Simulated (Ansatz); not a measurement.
System: C6H12S, net charge 0, singlet state. 
Geometry from a B3LYP-D3(BJ)/def2-TZVP (Ansatz, a first-principles code) optimisation:
```
C
H 1 1.0950
C 1 1.5285 2 108.69
H 3 1.0909 1 109.80 2 58.26
H 3 1.0956 4 106.73 1 -117.54
C 1 1.5285 2 108.69 3 -121.46
H 6 1.0909 1 109.80 2 -58.26
H 6 1.0956 7 106.73 1 117.54
C 6 1.5316 7 110.84 8 119.05
H 9 1.0926 6 109.75 7 -59.66
H 9 1.0957 10 106.53 6 -118.03
C 9 1.5288 10 110.49 11 -118.54
H 12 1.0926 9 110.29 10 60.01
H 12 1.0958 13 106.63 9 118.42
C 12 1.5288 13 110.29 14 118.42
H 15 1.0926 12 110.49 13 -60.01
H 15 1.0957 16 106.53 3 118.03
S 1 1.8334 2 102.51 3 119.27
H 18 1.3444 1 96.45 2 -180.00
```

Basis-set convergence of Hartree-Fock and CCSD correlation energies (hartree) with Ansatz. Cores are frozen in the correlated levels unless marked. No spin-orbit coupling. No relativistic terms.

```csv
basis,functions,E(HF),"E(corr, CCSD)"
aug-cc-pV(D+d)Z,278,-631.77117,-1.11841
aug-cc-pV(T+d)Z,607,___,___
```

Complete the blanks.


- aug-cc-pV(T+d)Z, E(HF): -631.83672
- aug-cc-pV(T+d)Z, E(corr, CCSD): -1.30659
